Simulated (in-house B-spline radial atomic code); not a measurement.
Two electrons outside the [Kr] 4d10 core: the lanthanum ion La⁹⁺

Computed with an all-electron radial atomic-structure program (B-spline basis): configuration interaction (CI) of the two valence electrons in the field of the frozen Dirac-Fock core, alone and with many-body perturbation theory for the core (screened one- and two-electron correlation potentials), Breit and QED terms; no-pair Dirac Hamiltonian, finite nucleus. Labels give the configuration (outer n counted up each series) and the leading LS term, or the jj pair where no LS term holds 70 %.

Command:
```bash
python run_mb.py task.json out
```
Settings (nuclear radius in fm, box in bohr, cutoff in hartree):
```
basis_form          3
Z                   57
core_configuration  [Kr] 4d10
rms_radius          4.855
mass_number         139
speed_of_light      137.036
box_radius          8.182
lmax                6
intervals           61
virtual_cutoff      6498.0
```

Cost of the run: 100 s on 1 thread of Intel(R) Xeon(R) Platinum 8375C CPU @ 2.90GHz (shared host).

Excitation energies (eV):

```csv
level,purity of the LS term,CI alone,CI + MBPT + Breit + QED,Landé g of the LS mixture
5s2 1S0,1.0,0,0,-
5s5p 3P°0,1.0,15.037,15.765,-
5s5p 3P°1,0.939,15.92,16.59,1.47
5s5p 3P°2,1.0,18.77,19.567,1.50
5s5p 1P°1,0.939,24.281,23.901,1.03
4f5s 3F°2,1.0,27.073,25.581,0.67
4f5s 3F°3,0.984,?,?,?
4f5s 3F°4,1.0,27.293,25.827,1.25
4f5s 1F°3,0.984,28.062,26.668,1.00
5p2 3P0,0.853,36.208,36.411,-
5p2 3P1,0.998,38.738,39.085,1.50
"5p2 (1/2,3/2)2",0.638 (1D),38.699,39.337,1.18
"5p2 (3/2,3/2)2",0.627 (3P),42.2,42.8,1.31
"4f5p (5/2,1/2)3",0.592 (3G),44.379,43.202,0.86
"4f5p (7/2,1/2)3",0.46 (3F),44.799,43.672,1.13
"4f5p (5/2,1/2)2",0.659 (3F),44.723,43.672,0.81
"4f5p (7/2,1/2)4",0.436 (3G),45.043,43.922,1.12
5p2 1S0,0.853,46.1,46.174,-
"4f5p (5/2,3/2)3",0.357 (3G),47.611,46.549,0.93
"4f5p (7/2,3/2)4",0.54 (3F),47.926,46.892,1.16
"4f5p (5/2,3/2)2",0.478 (3D),47.797,47.229,0.98
"4f5p (7/2,3/2)3",0.668 (3D),48.029,47.354,1.24
4f5p 3G5,1.0,?,?,?
4f5p 3D1,1.0,47.772,47.634,0.50
"4f5p (7/2,3/2)2",0.606 (1D),48.567,48.132,1.06
4f5p 1G4,0.839,49.268,48.317,1.02
5s5d 3D1,1.0,49.978,49.585,0.50
```

Problem. Where does 4f5s 3F°3 lie?

Solution. 27.153 eV in CI alone and 25.67 eV with all corrections; g = 1.08.

Problem. Where does 4f5p 3G5 lie?

Solution. 48.416 eV in CI alone and 47.403 eV with all corrections; g = 1.20.

Problem. What is the first ionisation energy?

Solution. 152.36 eV to the 5s1/2 state of the next ion (150.59 eV from CI alone). NIST lists 151.4 ± 0.7 eV (semi-empirical).

Some electric-dipole lines (reduced elements in atomic units, length form; vacuum wavelengths from the computed energies):

```
          upper      lower  D bare (size)  D with core polarisation (size)  λ (nm)  A (s⁻¹)
      5s5p 3P°1    5s2 1S0          0.454                            0.391  74.736  2.5e+08
      5s5p 1P°1    5s2 1S0           1.86                             1.61  51.873  1.3e+10
        5p2 3P0  5s5p 3P°1           1.14                            0.984  62.551    8e+09
        5p2 3P1  5s5p 3P°0           1.15                            0.998  53.165  4.5e+09
        5p2 3P1  5s5p 3P°1          0.965                            0.834  55.115  2.8e+09
 5p2 (1/2,3/2)2  5s5p 3P°1           1.13                            0.979  54.504  2.4e+09
 5p2 (3/2,3/2)2  5s5p 3P°1          0.734                            0.637  47.303  1.6e+09
4f5p (5/2,1/2)2  5s5p 3P°1          0.257                            0.227   45.78  2.2e+08
        5p2 1S0  5s5p 3P°1          0.155                            0.136  41.909  5.1e+08
4f5p (5/2,3/2)2  5s5p 3P°1          0.585                            0.521  40.466  1.7e+09
```

Weak lines are less accurate than strong ones.
